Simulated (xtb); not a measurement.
CH$_{3}$Be, charge +1, singlet, geometry from GFN2-xTB (such geometries of metal compounds can be far from the true shape); GFN0-xTB (xtb).

xtb was given this input:
```
$ xtb mol.xyz --gfn 0 --chrg 1 --hess --json

# file mol.xyz
5

Be    -0.87759202    -0.53854405    -0.72562287
C      0.27844652     0.17087179     0.23022904
H      0.87946345    -0.51977720     0.85011061
H     -0.09394812     0.89853793     0.97473878
H      1.05417361     0.75018474    -0.30373214
```

What the program printed (banner, timings and long lists left out):

```
   ID    Z sym.   atoms
    1    4 Be     1
    2    6 C      2
    3    1 H      3-5

           -------------------------------------------------
          |                Calculation Setup                |
           -------------------------------------------------

           -------------------------------------------------
          |                 G F N 0 - x T B                 |
           -------------------------------------------------

          ...................................................
          :                      SETUP                      :
          :.................................................:
          :  # basis functions                  14          :
          :  # atomic orbitals                  14          :
          :  # shells                           10          :
          :  # electrons                         8          :
          :  electronic temp.          300.0000000     K    :
          :  accuracy                    1.0000000          :
          :  -> integral cutoff          0.2500000E+02      :
          :  -> integral neglect         0.1000000E-07      :
          ...................................................

         :::::::::::::::::::::::::::::::::::::::::::::::::::::
         ::                     SUMMARY                     ::
         :::::::::::::::::::::::::::::::::::::::::::::::::::::
         :: total energy              -2.793049282491 Eh    ::
         :: gradient norm              0.025344624031 Eh/a0 ::
         :: HOMO-LUMO gap              2.682657570226 eV    ::
         ::.................................................::
         :: H0 energy                 -4.249188228390 Eh    ::
         :: repulsion energy           0.060231906920 Eh    ::
         :: electrostat energy         1.396328764967 Eh    ::
         :: -> Gsolv                   0.000000000000 Eh    ::
         ::    -> Gsasa                0.000000000000 Eh    ::
         ::    -> Gshift               0.000000000000 Eh    ::
         :: dispersion energy         -0.000421725989 Eh    ::
         :: short-range corr.          0.000000000000 Eh    ::
         :: add. restraining           0.000000000000 Eh    ::
         :: total charge               1.000000000000 e     ::
         :::::::::::::::::::::::::::::::::::::::::::::::::::::

           -------------------------------------------------
          |                Numerical Hessian                |
           -------------------------------------------------
step length          :   0.00500
SCC accuracy         :   0.30000
Hessian scale factor :   1.00000
frozen atoms in %    :   0.00000    0
RMS gradient         :   0.02534 !! INCOMPLETELY OPTIMIZED GEOMETRY !!
estimated CPU  time      0.00 min

writing file <hessian>.

 projected vibrational frequencies (cm⁻¹)
eigval :       -0.00    -0.00    -0.00    -0.00     0.00     0.00
eigval :      428.28   428.30   691.39  1307.30  1469.89  1469.90
eigval :     2935.83  2935.83  2974.25
           -------------------------------------------------
          |                Property Printout                |
           -------------------------------------------------

    * Orbital Energies and Occupations

         #    Occupation            Energy/Eh            Energy/eV
      -------------------------------------------------------------
         1        2.0000           -0.6280488             -17.0901
         2        2.0000           -0.5256617             -14.3040
         3        2.0000           -0.5256617             -14.3040
         4        2.0000           -0.4452219             -12.1151 (HOMO)
         5                         -0.3466361              -9.4324 (LUMO)
         6                         -0.1626484              -4.4259
         7                         -0.1626484              -4.4259
         8                         -0.1524458              -4.1483
         9                         -0.0579725              -1.5775
        10                         -0.0579725              -1.5775
        11                          0.1898671               5.1665
        12                          0.1898671               5.1665
        13                          0.3032733               8.2525
        14                          0.5224540              14.2167
      -------------------------------------------------------------
                  HL-Gap            0.0985859 Eh            2.6827 eV
             Fermi-level            0.0000000 Eh            0.0000 eV

     #   Z          covCN         q      C6AA      α(0)
     1   4 Be       0.841     0.480    92.476    26.319
     2   6 C        3.608    -0.396    33.189     8.406
     3   1 H        0.922     0.305     0.693     1.302
     4   1 H        0.922     0.305     0.693     1.302
     5   1 H        0.922     0.305     0.693     1.302

 Mol. C6AA /au·bohr⁶  :        297.892007
 Mol. C8AA /au·bohr⁸  :      10079.949372
 Mol. α(0) /au        :         38.630859

Wiberg/Mayer (AO) data.
largest (>0.10) Wiberg bond orders for each atom

 ---------------------------------------------------------------------------
Molecule has the following symmetry elements: (C3) 3*(sigma)
It seems to be the C3v point group
     #   Z sym  total        # sym  WBO       # sym  WBO       # sym  WBO
 ---------------------------------------------------------------------------
     1   4 Be   1.174 --     2 C    1.000
     2   6 C    3.770 --     1 Be   1.000     4 H    0.923     3 H    0.923
                             5 H    0.923
     3   1 H    0.989 --     2 C    0.923
     4   1 H    0.989 --     2 C    0.923
     5   1 H    0.989 --     2 C    0.923
 ---------------------------------------------------------------------------

Topologies differ in total number of bonds
Writing topology from bond orders to xtbtopo.mol

 dipole moment from electron density (au)
     X       Y       Z
  -2.4302  -1.4913  -2.0093  total (Debye):    8.866

           -------------------------------------------------
          |               Frequency Printout                |
           -------------------------------------------------
 projected vibrational frequencies (cm⁻¹)
eigval :       -0.00    -0.00    -0.00    -0.00     0.00     0.00
eigval :      428.28   428.30   691.39  1307.30  1469.89  1469.90
eigval :     2935.83  2935.83  2974.25
 reduced masses (amu)
   1:  4.32   2:  5.64   3:  8.79   4:  8.10   5:  9.12   6:  8.80   7:  3.33   8:  3.33
   9:  9.25  10:  2.95  11:  1.67  12:  1.67  13:  1.92  14:  1.92  15:  1.34
 IR intensities (km·mol⁻¹)
   1: 10.04   2: 17.36   3: 22.11   4:  2.39   5: 35.60   6: 38.38   7: 38.19   8: 38.19
   9:  1.71  10: 46.78  11: 26.88  12: 26.88  13: 89.83  14: 89.83  15: 66.17
 Raman intensities (Ä⁴*amu⁻¹)
   1:  0.00   2:  0.00   3:  0.00   4:  0.00   5:  0.00   6:  0.00   7:  0.00   8:  0.00
   9:  0.00  10:  0.00  11:  0.00  12:  0.00  13:  0.00  14:  0.00  15:  0.00
 output can be read by thermo (or use thermo option).
 writing <g98.out> molden fake output.
 recommended (thermochemical) frequency scaling factor: 1.0
           -------------------------------------------------
          |             Thermodynamic Functions             |
           -------------------------------------------------

c3v symmetry found (for desy threshold:  0.10E+00) used in thermo

          ...................................................
          :                      SETUP                      :
          :.................................................:
          :  # frequencies                           9      :
          :  # imaginary freq.                       0      :
          :  linear?                             false      :
          :  only rotor calc.                    false      :
          :  symmetry                              c3v      :
          :  rotational number                       3      :
          :  scaling factor                  1.0000000      :
          :  rotor cutoff                   50.0000000 cm⁻¹ :
          :  imag. cutoff                  -20.0000000 cm⁻¹ :
          :.................................................:

    mode    ω/cm⁻¹     T·S(HO)/kcal·mol⁻¹    T·S(FR)/kcal·mol⁻¹   T·S(vib)
   ------------------------------------------------------------------------
   ------------------------------------------------------------------------

   temp. (K)  partition function   enthalpy   heat capacity  entropy
                                   cal/mol     cal/K/mol   cal/K/mol   J/K/mol
 298.15  VIB   1.36                  441.697      3.975      2.099
         ROT   857.                  888.752      2.981     16.401
         INT  0.117E+04             1330.449      6.956     18.500
         TR   0.114E+27             1481.254      4.968     35.454
         TOT                        2811.7031    11.9238    53.9534   225.7412

       T/K    H(0)-H(T)+PV         H(T)/Eh          T*S/Eh         G(T)/Eh
   ------------------------------------------------------------------------
    298.15    0.448073E-02    0.378353E-01    0.256350E-01    0.122003E-01
   ------------------------------------------------------------------------

         :::::::::::::::::::::::::::::::::::::::::::::::::::::
         ::                  THERMODYNAMIC                  ::
         :::::::::::::::::::::::::::::::::::::::::::::::::::::
         :: total free energy          -2.780848983203 Eh   ::
         ::.................................................::
         :: total energy               -2.793049282491 Eh   ::
         :: zero point energy           0.033354583756 Eh   ::
         :: G(RRHO) w/o ZPVE           -0.021154284468 Eh   ::
         :: G(RRHO) contrib.            0.012200299288 Eh   ::
         :::::::::::::::::::::::::::::::::::::::::::::::::::::

           -------------------------------------------------
          | TOTAL ENERGY               -2.793049282491 Eh   |
          | TOTAL ENTHALPY             -2.755213964712 Eh   |
          | TOTAL FREE ENERGY          -2.780848983203 Eh   |
          | GRADIENT NORM               0.025344624031 Eh/α |
          | HOMO-LUMO GAP               2.682657570227 eV   |
           -------------------------------------------------
########################################################################
[WARNING] Runtime exception occurred
-1- hessian_numhess: Hessian on incompletely optimized geometry!
########################################################################

normal termination of xtb
```
